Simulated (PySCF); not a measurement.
## Molecular orbitals of CaH⁺

revPBE at R = 1.884 Å; basis Ca 6-311G(d,p), H 6-311G(d,p); no relativity; PySCF 2.14. State: ¹Σ⁺ (singlet), closed shell. Only the outer orbitals are listed, counted within each symmetry.

```
orbital  occ.  ε (eV)  on Ca (%)           main shells (%)
     4σ     2  -52.37        100                  100 Ca s
     2π     2  -33.86        100                  100 Ca p
     2π     2  -33.86        100                  100 Ca p
     5σ     2  -33.54        100                  100 Ca p
     6σ     2  -10.73         37  63 H s, 20 Ca s, 15 Ca d
     7σ     0   -7.90         99          72 Ca s, 20 Ca d
     1δ     0   -6.87        100                  100 Ca d
     1δ     0   -6.87        100                  100 Ca d
```

Problem. Which are the highest filled and the lowest empty level, where do they sit, and how wide is the gap?

Solution. Highest filled 6σ at -10.73 eV (in %: 63 H s, 20 Ca s, 15 Ca d); lowest empty 7σ at -7.90 eV (in %: 72 Ca s, 20 Ca d); the gap at revPBE is 2.83 eV.

```json
{"bond order (Mayer)": "0.92", "⟨S²⟩": "0.000", "charge on Ca (Mulliken, basis-dependent)": "1.27", "charge on Ca (Löwdin, basis-dependent)": "1.25", "dipole moment (positive dipole points towards H; it is taken about the centre of mass and depends on that origin)": "-4.44 D"}
```
